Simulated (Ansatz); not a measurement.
Consider the cleavage of the Si–B bond: `B[SiH2]B` + `C=N` → `B[SiH2]N=C` + BH₃.

Gas-phase electronic energies from Ansatz, PBE0-D4/def2-TZVP geometries. CBS: MP2 limit from def2 TZ/QZ plus the TZ coupled-cluster correction, frozen cores. This one scheme is used for every species. DFT in def2-TZVPP. B3LYP here is the variant with VWN-RPA as its local correlation; programs differ in this. Each species was taken in one conformer, which may not be the lowest.

`B[SiH2]B`:

Z-matrix (Å, degrees):
```
Si
B 1 2.009
B 1 2.008 2 100.9
H 1 1.491 2 111.5 3 -118.6
H 1 1.491 2 111.7 3 118.8
H 2 1.195 1 120.8 3 87.8
H 2 1.195 1 120.9 3 -88.7
H 3 1.195 1 120.9 2 88.6
H 3 1.195 1 120.8 2 -87.8
```

`C=N`:

```xyz
5

C    -0.264    0.234    0.167
N     0.629   -0.655    0.207
H    -0.616    0.729   -0.746
H    -0.734    0.551    1.100
H     0.985   -0.858   -0.728
```

`B[SiH2]N=C`:

Z-matrix (Å, degrees):
```
Si
N 1 1.747
B 1 2.005 2 112.6
H 1 1.502 2 111.4 3 -123.6
H 1 1.491 2 106.9 3 118.9
C 2 1.257 1 124.3 3 120.2
H 3 1.197 1 118.9 2 179.9
H 3 1.194 1 123.4 2 0.1
H 6 1.103 2 124.2 1 0.8
H 6 1.097 2 120.4 1 -179.3
```

BH₃:

Cartesian coordinates in Å:
```
B 0.000 0.000 0.000
H 0.638 0.683 -0.742
H -0.462 -1.031 -0.386
H -0.176 0.348 1.128
```

(1) Is it downhill or uphill in electronic energy at CCSD(T)/CBS, and by how much? (Estimate.)

(2) What do these levels give: B3LYP-D4, PBE-QIDH, PBE, BLYP, RPA@PBE/def2-TZVPP, HF/def2-SVP? (Estimate.)

Largest T1 diagnostic among the species: 0.015.

Results:

(1) Computed: Downhill: ΔE = -9.8 kcal/mol.

(2) Ansatz gave: B3LYP-D4 -10.5, PBE-QIDH -9.7, PBE -5.2, BLYP -8.6, RPA@PBE/def2-TZVPP -9.6, HF/def2-SVP -12.4 kcal/mol.

Leaving LDA and LC-ωPBE aside and taking each functional with its dispersion term where it has one, the values, not all of them listed here, spread over 6.8 kcal/mol, from BHLYP-D4 to PBE-D4. From PBE to PBE0 (25 % exact exchange), in def2-TZVPP and without D4, ΔE moves by −1.8 kcal/mol.
